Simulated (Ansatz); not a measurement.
Ansatz (a quantum-chemistry and plane-wave program) input for H6NSi2, SMILES [SiH3][N][SiH3] (connectivity only; charge and spin as stated), charge -1, multiplicity 1, PBE/def2-SVPD. The structure is a stationary point at PBE0-D3(BJ)/def2-SVPD. The spin state was assumed, not searched. The isomer is the one that the SMILES or the coordinates give; other isomers of the formula were not compared.

Ansatz 0.2 input:
```yaml
crystal:
  periodic: [false, false, false]
  atoms:
    - {symbol: Si, position_ang: [1.55207297, -0.00000000, 0.07091963]}
    - {symbol: N, position_ang: [0.00000000, 0.00000000, -0.52923016]}
    - {symbol: Si, position_ang: [-1.55207297, -0.00000000, 0.07091963]}
    - {symbol: H, position_ang: [2.60962635, 0.00000000, -1.01913321]}
    - {symbol: H, position_ang: [1.96886275, 1.18548549, 0.93928195]}
    - {symbol: H, position_ang: [1.96886275, -1.18548548, 0.93928196]}
    - {symbol: H, position_ang: [-1.96886275, -1.18548548, 0.93928196]}
    - {symbol: H, position_ang: [-2.60962635, -0.00000001, -1.01913322]}
    - {symbol: H, position_ang: [-1.96886275, 1.18548548, 0.93928195]}
basis:
  gaussian:
    orbitals: def2-SVPD
hamiltonian:
  xc: {name: PBE}
total_charge: -1
```

Output:

```
WARN ansatz: RAYON_NUM_THREADS=1 ignored (pool sized by the plan → 1); use --threads N
Functional definition: PBE
integrals: 0.04 GiB planned
1015 factors; their error is unknown
mean field: 0.32 GiB planned
mean field evaluation 1: about -17324.2984 eV, gradient 4.1e1 eV
mean field evaluation 2: about -17302.8260 eV, gradient 9.8e1 eV
mean field evaluation 4: about -17328.0226 eV, gradient 2.5e0 eV
mean field evaluation 8: about -17328.0434 eV, gradient 3.2e-2 eV
mean field -17328.02065572 eV, -636.7930137434 hartree, gradient 5.6e-5 eV, S^2 0.000000; 0 other end points of the search recorded, 0 dependent functions left out
reference -17328.02071031 eV, -636.7930157495 hartree; 21, 21 occupied and 95, 95 virtual orbitals, 1015 factors
Total energy: -17328.02071031 eV, -636.7930157495 hartree
```

The run converged.

Cost: around 1.4 core-seconds (rough).
